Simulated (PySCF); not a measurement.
## Ionisation energy of Cu¹³⁺ by level of theory

Cu¹³⁺ [Ne] 3s2 3p4 (3P) → Cu¹⁴⁺ [Ne] 3s2 3p3 (4S), as a difference of total energies. All numbers are calculated (PySCF 2.14, scalar relativity by spin-free X2C-1e, in an uncontracted even-tempered set (19 s from 0.69 bohr⁻², ratio 2.5; 12 p from 0.9 bohr⁻², ratio 2.5; 5 d from 6.3 bohr⁻², ratio 2.7; 4 f from 9.5 bohr⁻², ratio 2.7)). Correlated levels: outer shells: 1s2 frozen; virtual orbitals above 40 to 60 times the deepest correlated orbital energy dropped. The calculations carry no spin-orbit coupling.

```csv
method,ionisation energy (eV)
UHF,433.77
MP2 (outer shells),434.72
SCS-MP2 (outer shells),434.76
CCSD (outer shells),434.71
CCSD(T) (outer shells),434.72
```

How much does correlation contribute at CCSD(T) (outer shells)?

434.72 − (433.77) = 0.95 eV, measured against UHF.

A first-order spin-orbit estimate (lowest level to lowest level, LS coupling) adds 1.186 eV.

For comparison: 436 ± 0.6 eV (semi-empirical (NIST evaluation); NIST Atomic Spectra Database, ionization energies).
